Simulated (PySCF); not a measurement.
## Heteronuclear NMR

Atoms are numbered as in `[CH2:1]=[CH:2][P@@:3]([CH3:4])(=[O:5])[P:6]([CH3:7])[CH3:8]`; H(Xn) means a hydrogen on atom n. Ha(C1) is cis to P3; Hb(C1) is trans to P3.

PySCF calculation with coordinates at the GFN2-xTB level and shielding tensors at PBE0/pcSseg-1 (GIAO); one computed conformer, fast rotation and ring inversion assumed for equivalent nuclei, isolated molecule, relativity neglected.

Question: Predict the ³¹P NMR data.

Answer: 
| atoms | environment | σ (ppm) | δ (ppm) |
| --- | --- | --- | --- |
| P3 | phosphorus bonded to 2 C, O, P | 300.5 | 21.2 |
| P6 | phosphorus bonded to 2 C, P | 404.6 | -65.1 |

Shieldings were converted by a linear fit to measured shifts: ³¹P: δ = 270.09 − 0.828σ (rms 18.1 ppm, 64 shifts vs H3PO4, solution or neat liquid). Occasional misses reach two or three times the rms, and more in compound classes unlike the fitted ones.

On a 400 MHz spectrometer ³¹P resonates near 161.9 MHz, so 1 ppm is 161.9 Hz.

Question: Predict the ¹⁷O NMR data.

Answer: 
| atoms | environment | σ (ppm) | δ (ppm) |
| --- | --- | --- | --- |
| O5 | P=O oxygen | 267.9 | 22.7 |

Shieldings were converted by a linear fit to measured shifts: ¹⁷O (scatter 10.7 ppm rms, 12.2 ppm with the 3 outliers that the fit left out vs liquid water, solution or neat liquid). A few per cent of atoms miss by over 2 rms, more outside the fitted compound classes.

On a 500 MHz spectrometer ¹⁷O resonates near 67.8 MHz, so 1 ppm is 67.8 Hz.
